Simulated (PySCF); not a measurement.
C2H8Si2, triplet, at the geometry of the source list (a higher spin typed on purpose: for a closed-shell molecule this is an excited state); CISD/6-31G (PySCF).

PySCF was given this input:
```python
from pyscf import gto, scf, ci

mol = gto.M(
    atom='''
C     0.255200    0.360500    1.252100
Si    1.347300   -0.249000   -0.203200
C    -0.259600   -0.389800   -1.242300
Si   -1.342500    0.281200    0.192500
H     0.505500    1.346900    1.631900
H     0.250600   -0.304700    2.112200
H     2.304600    0.741400   -0.698700
H     2.037500   -1.520200    0.036800
H    -0.274600    0.210000   -2.147900
H    -0.504300   -1.405000   -1.545600
H    -1.959900    1.582100   -0.071400
H    -2.360000   -0.653400    0.683600
''',
    basis='6-31g',
    charge=0,
    spin=2,
    verbose=4,
)

mf = scf.UHF(mol)
mf.kernel()

myci = ci.CISD(mf)
myci.kernel()
print('E(CISD) = %.10f' % myci.e_tot)
```

Predict the main parts of the log of this PySCF run.


```
PySCF version 2.14.0

[INPUT] verbose = 4
[INPUT] num. atoms = 12
[INPUT] num. electrons = 48
[INPUT] charge = 0
[INPUT] spin (= nelec alpha-beta = 2S) = 2
[INPUT] symmetry False subgroup None
[INPUT] Mole.unit = angstrom
[INPUT] Symbol           X                Y                Z      unit          X                Y                Z       unit  Magmom
[INPUT]  1 C      0.255200000000   0.360500000000   1.252100000000 AA    0.482258106989   0.681246267906   2.366126080568 Bohr   0.0
[INPUT]  2 Si     1.347300000000  -0.249000000000  -0.203200000000 AA    2.546028007627  -0.470541805017  -0.383992348512 Bohr   0.0
[INPUT]  3 C     -0.259600000000  -0.389800000000  -1.242300000000 AA   -0.490572901937  -0.736615243355  -2.347606764547 Bohr   0.0
[INPUT]  4 Si    -1.342500000000   0.281200000000   0.192500000000 AA   -2.536957322229   0.531390986228   0.363772278979 Bohr   0.0
[INPUT]  5 H      0.505500000000   1.346900000000   1.631900000000 AA    0.955256555968   2.545272117177   3.083844062678 Bohr   0.0
[INPUT]  6 H      0.250600000000  -0.304700000000   2.112200000000 AA    0.473565366816  -0.575799550155   3.991479520306 Bohr   0.0
[INPUT]  7 H      2.304600000000   0.741400000000  -0.698700000000 AA    4.355062826673   1.401042948753  -1.320351643234 Bohr   0.0
[INPUT]  8 H      2.037500000000  -1.520200000000   0.036800000000 AA    3.850316978801  -2.872761654564   0.069541921384 Bohr   0.0
[INPUT]  9 H     -0.274600000000   0.210000000000  -2.147900000000 AA   -0.518918793806   0.396842486159  -4.058942742953 Bohr   0.0
[INPUT] 10 H     -0.504300000000  -1.405000000000  -1.545600000000 AA   -0.952988884618  -2.655065205014  -2.920760698128 Bohr   0.0
[INPUT] 11 H     -1.959900000000   1.582100000000  -0.071400000000 AA   -3.703674231535   2.989735701674  -0.134926445294 Bohr   0.0
[INPUT] 12 H     -2.360000000000  -0.653400000000   0.683600000000 AA   -4.459753653974  -1.234747049791   1.291816778753 Bohr   0.0

nuclear repulsion = 217.245328447327
number of shells = 40
number of NR pGTOs = 168
number of NR cGTOs = 60
basis = 6-31g
ecp = {}

******** <class 'pyscf.scf.uhf.UHF'> ********
method = UHF
initial guess = minao
damping factor = 0
level_shift factor = 0
DIIS = <class 'pyscf.scf.diis.CDIIS'>
diis_start_cycle = 1
diis_space = 8
diis_damp = 0
SCF conv_tol = 1e-09
SCF conv_tol_grad = None
SCF max_cycles = 50
direct_scf = True
direct_scf_tol = 1e-13
number electrons alpha = 25  beta = 23
Set gradient conv threshold to 3.16228e-05
init E= -658.484946150226

cycle= 1 E= -657.787631740584  delta_E= 0.697  |g|= 0.183  |ddm|= 3.32

cycle= 2 E= -657.822488056362  delta_E= -0.0349  |g|= 0.0549  |ddm|= 0.517

cycle= 3 E= -657.825713023058  delta_E= -0.00322  |g|= 0.0226  |ddm|= 0.194

cycle= 4 E= -657.82623275071  delta_E= -0.00052  |g|= 0.00705  |ddm|= 0.0985

cycle= 5 E= -657.826326144298  delta_E= -9.34e-05  |g|= 0.00359  |ddm|= 0.0439

cycle= 6 E= -657.826358203454  delta_E= -3.21e-05  |g|= 0.00152  |ddm|= 0.0298

cycle= 7 E= -657.826364547326  delta_E= -6.34e-06  |g|= 0.000435  |ddm|= 0.00728

cycle= 8 E= -657.826365266044  delta_E= -7.19e-07  |g|= 0.000212  |ddm|= 0.00444

cycle= 9 E= -657.826365515396  delta_E= -2.49e-07  |g|= 0.000251  |ddm|= 0.00107

cycle= 10 E= -657.826364940706  delta_E= 5.75e-07  |g|= 0.000101  |ddm|= 0.00304

cycle= 11 E= -657.826364885694  delta_E= 5.5e-08  |g|= 3.35e-05  |ddm|= 0.00136

cycle= 12 E= -657.82636488701  delta_E= -1.32e-09  |g|= 1.96e-05  |ddm|= 0.000325

cycle= 13 E= -657.826364887376  delta_E= -3.66e-10  |g|= 8.97e-06  |ddm|= 0.000153

Extra cycle  E= -657.82636488752  delta_E= -1.44e-10  |g|= 5.87e-06  |ddm|= 3.4e-05
converged SCF energy = -657.82636488752  <S^2> = 2.0096061  2S+1 = 3.0063973

******** <class 'pyscf.ci.ucisd.UCISD'> ********
CISD nocc = (np.int64(25), np.int64(23)), nmo = (60, 60)
max_cycle = 50
direct = 0
conv_tol = 1e-09
max_cycle = 50
max_space = 12
lindep = 0
nroots = 1
Init t2, MP2 energy = -0.321408691142453
UCISD converged
E(UCISD) = -658.1437121857907  E_corr = -0.3173472982704889
E(CISD) = -658.1437121858
```
